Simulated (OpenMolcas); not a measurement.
## An input for triplet CH4F2Si

CH4F2Si: 8 atoms, total charge 0, spin state triplet. SMILES of the parent species: `C[SiH](F)F`. Geometry: relaxed at PBE0-D4/def2-TZVP. That shape belongs to the parent species and isn't relaxed for this state.

```
atom    x (Å)    y (Å)    z (Å)
   C  -0.3871   0.8817  -0.1747
  Si   0.3293  -0.7752   0.1806
   F   1.9163  -0.6783   0.2267
   F  -0.0354  -1.7839  -0.9940
   H  -0.0134   1.2690  -1.1254
   H  -0.1227   1.5910   0.6133
   H  -1.4768   0.8244  -0.2314
   H  -0.1181  -1.3857   1.4490
```

Settings wanted:

| Setting | Value |
| --- | --- |
| method | DFT |
| reference | UKS |
| integral approximation | none |
| basis set | 6-31G* |
| task | energy |
| functional | B3LYP |
| nucleus | point |
| integration grid | UltraFine |
| SCF convergence threshold | 1e-10 |
| d and f functions | Cartesian |

Task: Give an OpenMolcas 26.06 job that does this.

Result: This one ran through:

run.inp:
```
&gateway
baslib=$CurrDir
coord
8
bohr
C     -0.73151298     1.66617152    -0.33013515
Si     0.62228681    -1.46491569     0.34128454
F      3.62128217    -1.28180123     0.42840091
F     -0.06689630    -3.37108243    -1.87838777
H     -0.02532233     2.39806245    -2.12669778
H     -0.23186940     3.00655426     1.15896903
H     -2.79074754     1.55789022    -0.43728263
H     -0.22317666    -2.61859349     2.73821315
basis=6-31Gs
group=NoSym
&seward
gridinput
Grid=UltraFine
End of Grid
&scf
uhf
spin=3
ksdft=B3LYP
thresholds=1e-10 1e-07 1e-07 1e-05
prorbitals=1 2
```

```bash
$ export MOLCAS_MEM=1860
$ pymolcas run.inp > run.log
```

(Basis files named in the input come from the Basis Set Exchange and aren't shown.)

Calculated total energy: -529.50485 Eh.
